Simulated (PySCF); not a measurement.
Stretching RhS

Set-up: PySCF, scalar-relativistic core potentials, basis sets Rh def2-TZVPP with ECP28, S def2-TZVPP. Energies in eV from Rh (4d8 5s1) + S in their ground configurations at the same level. State: ⁴Σ⁻ (quartet), unpaired electrons σ ↑, π ↑↑.

```
R (Å)    PBE0  LC-ωPBE     M06
1.762  -2.076   -1.876  -2.589
1.844  -2.903   -2.680  -3.471
1.926  -3.352   -3.103  -3.975
1.988  -3.506   -3.236  -4.172
2.049  -3.546   -3.252  -4.252
2.111  -3.499   -3.179  -4.244
2.192  -3.340   -2.984  -4.132
2.295  -3.038   -2.641  -3.882
2.418  -2.601   -2.162  -3.492
2.582  -1.989   -1.520  -2.920
```

Question: Put a parabola through the three lowest points of the PBE0 curve and estimate Re, k and ωe (reduced mass 24.39 u; 1 eV/Å² = 0.16022 mdyn/Å; ωe = 1302.8·√(k/μ) cm⁻¹).

Answer: Through R = 1.988, 2.049, 2.111 Å the second-order coefficient is 11.5 eV/Å², so Re ≈ 2.047 Å, k ≈ 3.68 mdyn/Å and ωe ≈ 506 cm⁻¹. A polynomial fit of higher order to the unrounded PBE0 energies gives Re = 2.044 Å, k = 3.76 mdyn/Å, ωe = 511 cm⁻¹; anharmonicity and rounding make the difference.

The higher-order fit for each curve: PBE0: Re = 2.044 Å, ωe = 511 cm⁻¹, De = 3.55 eV; LC-ωPBE: Re = 2.027 Å, ωe = 536 cm⁻¹, De = 3.26 eV; M06: Re = 2.072 Å, ωe = 484 cm⁻¹, De = 4.26 eV.

The metal atom is held in its measured ground configuration; semilocal functionals can put another filling of s and d lower by some tenths of an eV, and De to that atom would be smaller. These are scalar-relativistic numbers at best; spin–orbit coupling would shift them, the dissociation energy most. With d or f electrons several states lie close, and the lowest PBE0 determinant need not be the measured ground state.
